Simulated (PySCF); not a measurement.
A run for PySCF: D3(BJ) and D4 dispersion corrections on H2S (SMILES S).

```python
from pyscf import gto
from pyscf.dispersion import dftd3, dftd4

mol = gto.M(
    atom='''
    S    -0.92738335   -0.37619107    2.72897483
    H    -0.51066578    0.73171395    3.36578545
    H    -0.06740382   -1.16488225    3.39604866
    ''',
    basis='def2-svp',
    charge=0, spin=0, verbose=0, max_memory=1800)
d3, d4 = {}, {}
for xc in ['hf', 'pbe', 'blyp', 'revpbe', 'tpss', 'r2scan', 'b3lyp', 'pbe0', 'bhlyp', 'camb3lyp', 'b2plyp']:
    d3[xc] = float(dftd3.DFTD3Dispersion(mol, xc=xc, version='d3bj', atm=False).get_dispersion()['energy'])
    print(f'D3(BJ) {xc:10s} {d3[xc]:14.8f} Eh')
for xc in ['hf', 'pbe', 'blyp', 'revpbe', 'tpss', 'r2scan', 'b3lyp', 'pbe0', 'bhlyp', 'camb3lyp', 'b2plyp']:
    d4[xc] = float(dftd4.DFTD4Dispersion(mol, xc={'camb3lyp': 'cam-b3lyp'}.get(xc, xc), atm=True).get_dispersion()['energy'])
    print(f'D4     {xc:10s} {d4[xc]:14.8f} Eh')
```

Program output:

```
D3(BJ) hf            -0.00977478 Eh
D3(BJ) pbe           -0.00080116 Eh
D3(BJ) blyp          -0.00173184 Eh
D3(BJ) revpbe        -0.00222311 Eh
D3(BJ) tpss          -0.00098095 Eh
D3(BJ) r2scan        -0.00019114 Eh
D3(BJ) b3lyp         -0.00140103 Eh
D3(BJ) pbe0          -0.00065457 Eh
D3(BJ) bhlyp         -0.00107663 Eh
D3(BJ) camb3lyp      -0.00055290 Eh
D3(BJ) b2plyp        -0.00061843 Eh
D4     hf            -0.00250790 Eh
D4     pbe           -0.00055250 Eh
D4     blyp          -0.00131137 Eh
D4     revpbe        -0.00221411 Eh
D4     tpss          -0.00075314 Eh
D4     r2scan        -0.00012304 Eh
D4     b3lyp         -0.00089782 Eh
D4     pbe0          -0.00044753 Eh
D4     bhlyp         -0.00059994 Eh
D4     camb3lyp      -0.00043930 Eh
D4     b2plyp        -0.00037755 Eh
```

The run finished.

Cost: around 0.03 core-seconds (rough).
